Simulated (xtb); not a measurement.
C₃H₅NSi₂, SMILES C#CC1=N[SiH2][SiH2]1. All values are semi-empirical tight-binding results from xtb (GFN2-xTB unless named), good for trends rather than for accurate numbers. The structure is a stationary point at GFN2-xTB. The structure was generated by enumeration, and PubChem lists no compound with its InChIKey, so it may never have been made.

Optimised geometry:

Bond lengths (Å): C1–C2 1.205, C1–H7 1.050, C2–C3 1.397, C3–N4 1.290, C3–Si6 1.941, N4–Si5 1.771, Si5–Si6 2.345, Si5–H8 1.462, Si5–H9 1.462, Si6–H10 1.466, Si6–H11 1.466. Angles (°): C2–C1–H7 178.4, C1–C2–C3 174.4, C2–C3–N4 123.8, C2–C3–Si6 128.6, N4–C3–Si6 107.7, C3–N4–Si5 105.1, N4–Si5–Si6 78.3, N4–Si5–H8 110.5, N4–Si5–H9 110.5, Si6–Si5–H8 120.8, Si6–Si5–H9 120.8, H8–Si5–H9 110.5, C3–Si6–Si5 68.9, C3–Si6–H10 110.8, C3–Si6–H11 110.8, Si5–Si6–H10 124.3, Si5–Si6–H11 124.3, H10–Si6–H11 108.2.

```
Item                                                   Value
---------------------------------------------  -------------
point group as xtb finds it                               Cs
orbital gap                                          1.72 eV
dipole moment                                         2.85 D
zero-point energy                              37.7 kcal/mol
G − E(el) at 298.15 K (modified RRHO)          17.6 kcal/mol
static polarisability (D4 model)                  90.3 bohr³
solvation energy, GFN2-xTB/ALPB(water)         -2.2 kcal/mol
solvation energy, GFN2-xTB/ALPB(acetonitrile)  -4.7 kcal/mol
```

Question: Give the atomic charges and the Wiberg bond orders between heavy atoms. (Estimate from the structure and the level; the computed values follow.)

Answer: charges (e) C1 -0.09, C2 -0.02, C3 0.01, N4 -0.37, Si5 0.42, Si6 0.36, H7 0.08, H8 -0.10, H9 -0.10, H10 -0.10, H11 -0.10. Bond orders C1–C2 2.76, C2–C3 1.17, C3–N4 1.80, N4–Si5 1.04, C3–Si6 0.81, Si5–Si6 0.83.
